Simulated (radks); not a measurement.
Values are calculated unless marked as measured or tabulated.
Problem. Species: Al III. Configuration: [Ne] 5d1 (not the ground configuration). Level of theory: non-relativistic Kohn-Sham, BLYP, spin-polarised, spherical densities, point nucleus; open shells are filled with parallel spins first (a radial shooting solver on a logarithmic mesh with Libxc functionals). Some entries of the table are withheld. Estimate them.

| orbital | occ. | eigenvalue (Ry) | <r^2> (bohr^2) |
|---|---|---|---|
| 1s down | 1 | -113.2543 | 0.01955 |
| 1s up | 1 | -113.2541 | 0.01955 |
| 2s up | 1 | -10.17156 | 0.4685 |
| 2s down | 1 | -10.17001 | 0.4682 |
| 2p up | 3 | -7.39209 | (1) |
| 2p down | 3 | -7.39061 | (2) |
| 5d up | 1 | -0.34649 | (3) |

Solution. 
(1) 2p up <r^2> (bohr^2): 0.4534
(2) 2p down <r^2> (bohr^2): 0.4530
(3) 5d up <r^2> (bohr^2): 119.5
